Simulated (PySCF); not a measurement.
GeH6O2Si, SMILES [SiH2](O)[GeH2][OH]. Atoms are numbered in the order given.

```xyz
10

O      1.0046     1.9308     0.0000
Si    -0.5948     1.4675     0.0000
Ge    -0.3405    -0.9234     0.0000
O      1.4806    -0.8033     0.0000
H      1.5958     1.1533     0.0000
H     -1.3220     1.9523     1.2075
H     -1.3220     1.9523    -1.2075
H     -0.7845    -1.7165     1.2545
H     -0.7845    -1.7165    -1.2545
H      1.9600    -1.6411     0.0000
```

Geometry optimised at B3LYP-D3(BJ)/def2-SVP. This is a generated structure with no PubChem entry under its InChIKey; it may be hypothetical. Other conformers were not sampled.

Two levels are set side by side: PBE/pcSseg-1 (PySCF) and PBE0/pcSseg-1 (PySCF). GIAO shifts against GeH4 (⁷³Ge), H2O (¹⁷O), TMS (²⁹Si), TMS (¹H) at the same level; non-relativistic, no solvent, atoms listed together averaged. Differences are taken from unrounded values.

| quantity | PBE0 | PBE | PBE minus PBE0 |
|---|---|---|---|
| δ(¹⁷O) of O1 (ppm) | -7.8 | -2.0 | 5.8 |
| δ(²⁹Si) of Si2 (ppm) | -29.5 | -29.4 | 0.1 |
| δ(⁷³Ge) of Ge3 (ppm) | 234.8 | 254.0 | 19.2 |
| δ(¹⁷O) of O4 (ppm) | -19.6 | -10.4 | 9.1 |
| δ(¹H) of H5 (ppm) | 4.09 | 3.87 | -0.22 |
| δ(¹H) of H6, H7 (ppm) | 5.56 | 5.81 | 0.24 |
| δ(¹H) of H8, H9 (ppm) | 5.60 | 5.81 | 0.20 |
| δ(¹H) of H10 (ppm) | 0.42 | 0.28 | -0.14 |

Rough cost on one machine, each run with all the roots and properties that it gave: PBE0 against PBE within a factor of 2.
